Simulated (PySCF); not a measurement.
A PySCF script (with the pyscf-properties extension) for the NMR shieldings of `InChI=1S/C4H8F3PSSi/c5-4(6,7)8(9)1-3(10)2-8/h3H,1-2H2,10H3/t3-,8-`, on a GFN2-xTB geometry:

```python
import basis_set_exchange as bse
import numpy as np
from pyscf import gto, dft
from pyscf.prop import nmr

atoms = """
F     2.515599    2.026247   -0.679445
C     2.089406    1.040399    0.111562
F     3.134234    0.572717    0.796525
F     1.249335    1.588531    1.002625
P     1.276960   -0.348673   -0.914749
S     2.473733   -1.141758   -2.198659
C    -0.414443    0.321642   -1.274126
C    -1.035448   -0.675427   -0.263131
Si   -2.189201    0.138553    1.019428
C     0.264694   -1.264324    0.340735
H    -0.728117    0.181093   -2.308462
H    -0.539059    1.372660   -1.010458
H    -1.567773   -1.458125   -0.806737
H    -2.616226   -0.917273    1.935917
H    -1.429449    1.172922    1.715103
H    -3.310432    0.712125    0.277248
H     0.462663   -0.967003    1.371258
H     0.354763   -2.347989    0.267046
"""
names = dict.fromkeys(["F", "C", "P", "S", "Si", "H"], "pcSseg-1")
basis = {el: gto.basis.parse(bse.get_basis(n, elements=[el], fmt="nwchem")) for el, n in names.items()}
mol = gto.M(atom=atoms, basis=basis, charge=0, verbose=0)
mf = dft.RKS(mol, xc="PBE0")
mf.grids.level = 2
mf.grids.alignment = dft.numint.BLKSIZE   # the property module wants whole blocks of grid points
mf.conv_tol = 1e-9
mf.kernel()

calc = nmr.RKS(mf)   # GIAO
C = mf.mo_coeff
Co = C[:, mf.mo_occ > 0]
resp = mf.gen_response(singlet=True, hermi=2)
def vind(x):   # induced exchange potential for any number of trial vectors
    d = np.einsum("pi,xij,qj->xpq", C, 2 * x.reshape(-1, C.shape[1], Co.shape[1]), Co, optimize=True)
    return np.einsum("xpq,pi,qj->xij", resp(d - d.transpose(0, 2, 1)), C, Co, optimize=True).ravel()
mo1, _ = nmr.rhf.solve_mo1(calc, with_cphf=vind)
sigma = calc.kernel(mo1)
for i, s in enumerate(sigma):   # ppm
    w = np.linalg.eigvalsh((s + s.T) / 2)
    print("%2d %-2s iso %8.1f  s11 %8.1f  s22 %8.1f  s33 %8.1f" % (i, mol.atom_pure_symbol(i), w.mean(), *w))
```

Q: Give the expected output.

A: 
```
 0 F  iso    262.1  s11    189.7  s22    262.1  s33    334.4
 1 C  iso     53.8  s11     52.1  s22     52.3  s33     57.0
 2 F  iso    262.0  s11    189.7  s22    262.0  s33    334.4
 3 F  iso    258.2  s11    181.1  s22    257.2  s33    336.3
 4 P  iso    275.2  s11    181.5  s22    204.0  s33    440.0
 5 S  iso    698.0  s11    555.4  s22    746.8  s33    791.8
 6 C  iso    144.2  s11    111.7  s22    141.8  s33    179.0
 7 C  iso    177.7  s11    163.2  s22    181.7  s33    188.0
 8 Si iso    412.3  s11    381.4  s22    395.5  s33    460.2
 9 C  iso    144.2  s11    111.8  s22    141.8  s33    179.0
10 H  iso     29.0  s11     25.5  s22     27.2  s33     34.1
11 H  iso     28.8  s11     26.3  s22     28.3  s33     31.8
12 H  iso     29.3  s11     25.8  s22     26.8  s33     35.4
13 H  iso     27.8  s11     24.0  s22     25.4  s33     33.9
14 H  iso     27.8  s11     23.6  s22     28.6  s33     31.1
15 H  iso     27.8  s11     24.0  s22     25.4  s33     33.9
16 H  iso     28.8  s11     26.3  s22     28.3  s33     31.8
17 H  iso     29.0  s11     25.5  s22     27.2  s33     34.1
```

These numbers come from an equivalent density-fitted implementation of the same equations, which agrees with the script to about 0.01 ppm for H and up to a few tenths of a ppm for heavy atoms, so last digits may differ.

Q: Turn these shieldings into chemical shifts. δ = σ(ref) − σ, references computed at the same level: CFCl3 for ¹⁹F (σref 170.95); ¹³C (σref 186.93), ²⁹Si (σref 349.16), ¹H (σref 31.72) against TMS; H3PO4 for ³¹P (σref 318.38); ³³S (σref 503.73) against CS2.

A: Averaging equivalent atoms: F 0/2/3: -89.8; C 1: 133.1; C 6/9: 42.7; C 7: 9.3; P 4: 43.2; S 5: -194; Si 8: -63.2; H 13/14/15: 3.95; H 11/16: 2.92; H 10/17: 2.76; H 12: 2.37 ppm. Unscaled 19F shifts against computed CFCl3 carry errors that often reach 10 to 50 ppm. Experimental scales use liquid or dissolved standards, which lie at an offset from isolated H3PO4.

Size and cost of the density-fitted run: 231 basis functions, of the order of 3 core-minutes.
